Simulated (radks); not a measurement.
Ionisation of the nickel ion Ni3+, [Ar] 3d7, to [Ar] 3d6 as the strength of local exchange is varied. Calculated with a radial shooting solver on a logarithmic mesh with Libxc functionals: scalar-relativistic Kohn-Sham, Slater X-alpha exchange (alpha = 2/3 is LDA exchange), no correlation, spin-polarised, spherical densities, point nucleus; open shells are filled with parallel spins first.

\begin{tabular}{lrrrrr}
alpha & E(Ni3+) (hartree) & exchange (hartree) & IE (eV) & -e of the level emptied (eV) & <r> of it (bohr) \\ \hline
0.667 & -1513.51641 & -57.43413 & 53.368 & 43.497 (3d) & 0.9129 \\
0.724 & -1518.43593 & -62.53955 & 54.786 & 44.829 (3d) & 0.9031 \\
0.731 & -1519.04116 & -63.16865 & 54.962 & 44.995 (3d) & 0.9019 \\
0.782 & -1523.45771 & -67.76607 & 56.258 & 46.216 (3d) & 0.8935 \\
0.851 & -1529.45281 & -74.02517 & 58.046 & 47.905 (3d) & 0.8823 \\
0.873 & -1531.36906 & -76.03025 & 58.624 & 48.453 (3d) & 0.8789 \\
\end{tabular}

NIST Atomic Spectra Database: 54.9 +/- 0.25 eV (semi-empirical). The Delta-SCF value meets it near alpha = 0.73. Open shells are spherical and high-spin; term and fine-structure splittings are not resolved.
